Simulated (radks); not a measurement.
Problem. These are the eigenvalues of the occupied orbitals of an atom or ion with whole-number occupations (eV). Method: scalar-relativistic Kohn-Sham, LDA (Slater exchange, Perdew-Zunger correlation), spin-unpolarised, spherical densities, finite nucleus; Fermi nuclear charge, rms radius of each element as measured or else 0.836 A^(1/3) + 0.57 fm; computed with a radial shooting solver on a logarithmic mesh with Libxc functionals.

orbital  eigenvalue
1s        -61228.64
2s        -10422.41
2p        -9197.912
3s        -2393.702
3p        -2024.447
3d        -1573.325
4s        -515.9204
4p        -394.3177
4d        -234.0329
5s        -103.8283
5p         -73.9034
4f         -57.5329

Which element is it, and in what charge state? The configuration may be excited.

Solution. Z = 70, ytterbium, charge +4: Yb4+ in [Xe] 4f12. The list shows which subshells hold electrons but not how many an open one holds; the 1s level, -2250.1 hartree, gives Z - s = 67.1 by -(Z - s)^2/2, which with screening and relativity narrows Z to a few neighbours, and the depths of the outer levels then fix element, charge and occupations together.
